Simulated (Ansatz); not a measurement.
Stepwise reaction of `[CH3][GeH2][F]` with water, as a gas-phase model of exchange steps in deposition or etching. ΔE in kJ/mol; ΔG adds harmonic PBE0-D4 terms to CCSD(T)/CBS, at 1 bar.

Isolated molecules relaxed with PBE0-D4/def2-TZVP in Ansatz; ΔE leaves out vibrations. CBS: MP2 limit from def2 TZ/QZ plus the TZ coupled-cluster correction, frozen cores. This one scheme is used for every species. DFT in def2-TZVPP. B3LYP here is the variant with VWN-RPA as its local correlation; programs differ in this. For Ge outer-core shells are correlated without core-valence functions, which leaves a few kJ/mol of doubt a bond. Scalar relativity is left out up to krypton. One conformer a species, not always the lowest.

```
step                                                       reaction  PBE-D4  B3LYP-D4  ωB97M-V  CCSD(T)/CBS  ΔG(600 K)
   2  `[CH3][GeH]([OH])[F]` + H₂O → `[CH3][Ge]([OH])([OH])[F]` + H₂   -30.6     -33.3    -33.8        -32.0      -30.4
```

(1) Give the row of step 1, `[CH3][GeH2][F]` + H₂O → `[CH3][GeH]([OH])[F]` + H₂. (Estimate.)

(2) By hand: ΔE of the 2 steps together at CCSD(T)/CBS.

## Answers

(1) The calculation gave: 
```csv
step,reaction,PBE-D4,B3LYP-D4,ωB97M-V,CCSD(T)/CBS,ΔG(600 K)
1,`[CH3][GeH2][F]` + H₂O → `[CH3][GeH]([OH])[F]` + H₂,-28.3,-30.2,-30.1,-28.7,-25.9
```

(2) (-28.7) + (-32.0) = -60.7 kJ/mol, or -30.4 kJ/mol a step.

In ΔE the steps differ by no more than 3.3 kJ/mol. All are downhill at CCSD(T)/CBS. ΔG lies between -30.4 and -25.9 kJ/mol a step. PBE-D4 differs from CCSD(T)/CBS by 0.4 to 1.4 kJ/mol a step. Isolated molecules leave out the surface, adducts and barriers. Largest T1 diagnostic: 0.012.
